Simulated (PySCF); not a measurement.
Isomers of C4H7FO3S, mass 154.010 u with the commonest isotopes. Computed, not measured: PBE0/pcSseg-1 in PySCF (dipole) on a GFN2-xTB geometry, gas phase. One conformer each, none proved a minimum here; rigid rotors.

Question: Order these by rotational constant B, largest first.
A. `[O:1]=[S:2](=[O:3])([CH2:4][F:5])[O:6][CH:7]1[CH2:8][CH2:9]1` with O1–S2–C4–F5 -159°, O1–S2–O6–C7 37°, S2–O6–C7–C8 173°
B. `[CH3:1][CH2:2][C@@:3]1([F:4])[CH2:5][O:6][S@@:7](=[O:8])[O:9]1` with C1–C2–C3–F4 -62°, C2–C3–C5–O6 145°, C3–C5–O6–S7 5°, C5–O6–S7–O8 -131°, O6–S7–O9–C3 34°
C. `[CH3:1][C@@H:2]1[C@H:3]([F:4])[CH2:5][O:6][S:7]1(=[O:8])=[O:9]` with C1–C2–C3–F4 -2°, C2–C3–C5–O6 -27°, C3–C5–O6–S7 47°, C5–O6–S7–O8 70°
D. `[CH3:1][C@@H:2]1[O:3][S@@:4](=[O:5])[O:6][C@:7]1([CH3:8])[F:9]` with C1–C2–O3–S4 -119°, C2–O3–S4–O5 -132°, O3–S4–O6–C7 36°, S4–O6–C7–C8 -165°
E. `[CH3:1][C@@H:2]1[O:3][S@:4](=[O:5])[O:6][C@@:7]1([CH3:8])[F:9]` with C1–C2–O3–S4 -98°, C2–O3–S4–O5 103°, O3–S4–O6–C7 -18°, S4–O6–C7–C8 163°
F. `[CH2:1]=[CH:2][C@H:3]([F:4])[O:5][S:6]([CH3:7])(=[O:8])=[O:9]` with C1–C2–C3–F4 -5°, C2–C3–O5–S6 -164°, C3–O5–S6–C7 -86°
G. `[CH3:1][O:2]/[C:3]([F:4])=[CH:5]/[S:6]([CH3:7])(=[O:8])=[O:9]` with C1–O2–C3–F4 5°, C3–C5–S6–C7 66°

Answer: C (1348 MHz), E (1284 MHz), D (1239 MHz), A (1162 MHz), B (916.7 MHz), F (868.5 MHz), G (789.1 MHz).

Question: Order these by radius of gyration √(Σ m r²/M), largest first.
A. `[CH3:1][C@@H:2]1[C@@H:3]([F:4])[CH2:5][O:6][S:7]1(=[O:8])=[O:9]` with C1–C2–C3–F4 113°, C2–C3–C5–O6 -20°, C3–C5–O6–S7 44°, C5–O6–S7–O8 68°
B. `[O:1]=[S:2](=[O:3])([CH2:4][F:5])[O:6][CH:7]1[CH2:8][CH2:9]1` with O1–S2–C4–F5 -159°, O1–S2–O6–C7 37°, S2–O6–C7–C8 173°
C. `[CH3:1][O:2]/[C:3]([F:4])=[CH:5]/[S:6]([CH3:7])(=[O:8])=[O:9]` with C1–O2–C3–F4 5°, C3–C5–S6–C7 66°
D. `[CH3:1][CH2:2][C@@:3]1([F:4])[CH2:5][O:6][S@@:7](=[O:8])[O:9]1` with C1–C2–C3–F4 -62°, C2–C3–C5–O6 145°, C3–C5–O6–S7 5°, C5–O6–S7–O8 -131°, O6–S7–O9–C3 34°
E. `[CH3:1][C@@H:2]1[O:3][S@@:4](=[O:5])[O:6][C@:7]1([CH3:8])[F:9]` with C1–C2–O3–S4 -119°, C2–O3–S4–O5 -132°, O3–S4–O6–C7 36°, S4–O6–C7–C8 -165°
F. `[CH2:1]=[CH:2][C@H:3]([F:4])[O:5][S:6]([CH3:7])(=[O:8])=[O:9]` with C1–C2–C3–F4 -5°, C2–C3–O5–S6 -164°, C3–O5–S6–C7 -86°
G. `[CH3:1][C@@H:2]1[C@H:3]([F:4])[CH2:5][O:6][S:7]1(=[O:8])=[O:9]` with C1–C2–C3–F4 -2°, C2–C3–C5–O6 -27°, C3–C5–O6–S7 47°, C5–O6–S7–O8 70°

Answer: C (2.183 Å), F (2.111 Å), D (2.034 Å), B (1.980 Å), E (1.909 Å), A (1.875 Å), G (1.854 Å).

Question: Order these by dipole moment, smallest first.
A. `[CH3:1][C@@H:2]1[C@@H:3]([F:4])[CH2:5][O:6][S:7]1(=[O:8])=[O:9]` with C1–C2–C3–F4 113°, C2–C3–C5–O6 -20°, C3–C5–O6–S7 44°, C5–O6–S7–O8 68°
B. `[CH3:1][C@@H:2]1[C@H:3]([F:4])[CH2:5][O:6][S:7]1(=[O:8])=[O:9]` with C1–C2–C3–F4 -2°, C2–C3–C5–O6 -27°, C3–C5–O6–S7 47°, C5–O6–S7–O8 70°
C. `[CH3:1][CH2:2][C@@:3]1([F:4])[CH2:5][O:6][S@:7](=[O:8])[O:9]1` with C1–C2–C3–F4 -62°, C2–C3–C5–O6 153°, C3–C5–O6–S7 -24°, C5–O6–S7–O8 123°, O6–S7–O9–C3 9°
D. `[CH3:1][C@@H:2]1[O:3][S@:4](=[O:5])[O:6][C@@:7]1([CH3:8])[F:9]` with C1–C2–O3–S4 -98°, C2–O3–S4–O5 103°, O3–S4–O6–C7 -18°, S4–O6–C7–C8 163°
E. `[CH3:1][C@@H:2]1[O:3][S@@:4](=[O:5])[O:6][C@:7]1([CH3:8])[F:9]` with C1–C2–O3–S4 -119°, C2–O3–S4–O5 -132°, O3–S4–O6–C7 36°, S4–O6–C7–C8 -165°
F. `[CH2:1]=[CH:2][C@H:3]([F:4])[O:5][S:6]([CH3:7])(=[O:8])=[O:9]` with C1–C2–C3–F4 -5°, C2–C3–O5–S6 -164°, C3–O5–S6–C7 -86°
G. `[CH3:1][CH2:2][C@@:3]1([F:4])[CH2:5][O:6][S@@:7](=[O:8])[O:9]1` with C1–C2–C3–F4 -62°, C2–C3–C5–O6 145°, C3–C5–O6–S7 5°, C5–O6–S7–O8 -131°, O6–S7–O9–C3 34°
H. `[CH3:1][O:2]/[C:3]([F:4])=[CH:5]/[S:6]([CH3:7])(=[O:8])=[O:9]` with C1–O2–C3–F4 5°, C3–C5–S6–C7 66°

Answer: F (3.16 D), D (3.32 D), G (3.63 D), E (3.76 D), A (4.11 D), B (4.35 D), C (4.54 D), H (6.47 D).

| SMILES | point group | Ia (u·Å²) | Ib (u·Å²) | Ic (u·Å²) | κ | μa (D) | μb (D) | μc (D) |
| --- | --- | --- | --- | --- | --- | --- | --- | --- |
| CC[C@@]1(F)CO[S@@](=O)O1 | C1 | 150.36 | 551.28 | 572.43 | -0.97 | 3.47 | 1.07 | 0.12 |
| CC[C@@]1(F)CO[S@](=O)O1 | C1 | 151.34 | 541.51 | 567.37 | -0.97 | 3.31 | 2.19 | 2.21 |
| C[C@@H]1[C@H](F)COS1(=O)=O | C1 | 216.25 | 374.79 | 467.28 | -0.57 | 3.81 | 0.27 | 2.08 |
| O=S(=O)(CF)OC1CC1 | C1 | 233.78 | 434.86 | 538.85 | -0.63 | 2.87 | 2.13 | 2.30 |
| C=C[C@H](F)OS(C)(=O)=O | C1 | 162.51 | 581.89 | 628.68 | -0.94 | 2.14 | 2.12 | 0.96 |
| CO/C(F)=C/S(C)(=O)=O | C1 | 152.50 | 640.44 | 675.05 | -0.97 | 5.52 | 1.52 | 3.00 |
| C[C@@H]1O[S@@](=O)O[C@]1(C)F | C1 | 214.35 | 407.74 | 500.67 | -0.66 | 3.64 | 0.63 | 0.68 |
| C[C@@H]1[C@@H](F)COS1(=O)=O | C1 | 229.16 | 381.91 | 471.31 | -0.56 | 3.62 | 1.40 | 1.38 |
| C[C@@H]1O[S@](=O)O[C@@]1(C)F | C1 | 228.34 | 393.63 | 461.81 | -0.66 | 3.00 | 1.42 | 0.06 |
